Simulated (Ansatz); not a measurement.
Reaction (ligand exchange at the Si–S bond): `[F][AlH][S][SiH3]` + `N=C(F)F` → `FC(F)=N[SiH3]` + `[F][AlH][SH]`

Isolated molecules relaxed with PBE0-D4/def2-TZVP in Ansatz; ΔE leaves out vibrations. CCSD(T)/CBS is the MP2 limit (def2-TZVPP, def2-QZVPP) plus CCSD(T) − MP2 in def2-TZVPP, frozen cores. This one scheme is used for every species. DFT in def2-TZVPP. HSE06 is defined as in plane-wave codes. One conformer a species, not always the lowest.

(1) Is it downhill or uphill in electronic energy at CCSD(T)/CBS, and by how much? (Best estimate.)

(2) What do these levels give: PBE0-D4, HSE06-D4, BHLYP-D4, ωB97X-V, B2PLYP, PBE, revPBE, HSE06, BHLYP, MP2/def2-TZVPP, CCSD/def2-TZVPP, MP2/def2-QZVPP? (An estimate is asked.)

Largest T1 diagnostic among the species: 0.013.

Results:

(1) The calculation gave: Uphill: ΔE = +11.7 kJ/mol.

(2) The calculation gave: PBE0-D4 16.4, HSE06-D4 16.5, BHLYP-D4 6.2, ωB97X-V 8.8, B2PLYP 4.6, PBE 14.4, revPBE 14.4, HSE06 14.8, BHLYP 1.8, MP2/def2-TZVPP 8.9, CCSD/def2-TZVPP 7.3, MP2/def2-QZVPP 10.1 kJ/mol.

The D4 term adds +3.3 kJ/mol with B3LYP and +1.7 kJ/mol with PBE0; it sums over pairs of atoms, weighted by their polarisabilities, and B3LYP, whose exchange is more repulsive, gets the larger term. Leaving LDA and LC-ωPBE aside and taking each functional with its dispersion term where it has one, the values, not all of them listed here, spread over 14.5 kJ/mol, from CAM-B3LYP-D4 to HSE06-D4.

B3LYP here is the variant with VWN-RPA as its local correlation; programs differ in this.
